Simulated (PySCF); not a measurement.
**Field gradients at the hydrogen positions**

Compound: C4H6F2S2.
Z-matrix (Å and degrees, GFN2-xTB geometry), rows numbered from 1:
```
F 
C   1  1.3724
C   2  1.5218  1  109.78
C   3  1.5238  2  112.66  1   -55.78
F   4  1.3603  3  109.36  2   169.65
S   4  1.8408  3  111.97  2   -70.70
C   6  1.8118  4   95.37  3    64.54
S   7  1.8158  6  113.32  4   -65.80
H   2  1.0947  1  107.08  3   121.08
H   3  1.0941  2  108.77  1    63.37
H   3  1.0915  2  109.24  1  -178.03
H   4  1.0978  3  111.86  2    51.08
H   7  1.0889  6  109.89  4    56.18
H   7  1.0862  6  107.19  4   176.61
```

Level: PBE0/pcSseg-1 (PySCF, non-relativistic); Q(2H) = 0.00286 b; rigid geometry, the same for H and D, with no vibrational averaging.

**Question.** Rank these positions by the coupling χzz of a deuteron there, largest first.
A. H12 (methine hydrogen)
B. H9 (methine hydrogen)
C. H13 (methylene hydrogen)
D. H14 (methylene hydrogen)

**Answer.** D (209 kHz), C (203 kHz), B (191 kHz), A (185 kHz).

**Question.** Tabulate Vzz, the asymmetry η and χzz = 234.96 MHz × Q × Vzz for every hydrogen position.

**Answer.** 
```tsv
atom	bonded to	bond length (Å)	Vzz (au)	η	χzz (kHz)
H9	C2	1.095	0.2845	0.05	191
H10	C3	1.094	0.2959	0.03	199
H11	C3	1.091	0.2966	0.04	199
H12	C4	1.098	0.2755	0.07	185
H13	C7	1.089	0.3019	0.02	203
H14	C7	1.086	0.3108	0.05	209
```

**Question.** How does χzz go with the bond length over the 6 C–H bonds?

**Answer.** A straight-line fit has a slope of -19.2 kHz for each 0.01 Å, with a correlation coefficient of -0.96, over lengths from 1.086 to 1.098 Å. The longer bonds have the smaller couplings here.

Geometry: GFN2-xTB, one conformer, isolated molecule. GFN2-xTB bond lengths can be off by several hundredths of an ångström, more for odd bonds, and the gradients follow them. The small basis limits the accuracy of the gradients.

The run behind these numbers computed NMR shieldings as well. Time: 46 s; peak memory 0.82 GiB. Hardware: an Arm Neoverse N1 with one thread, no GPU, shared host.
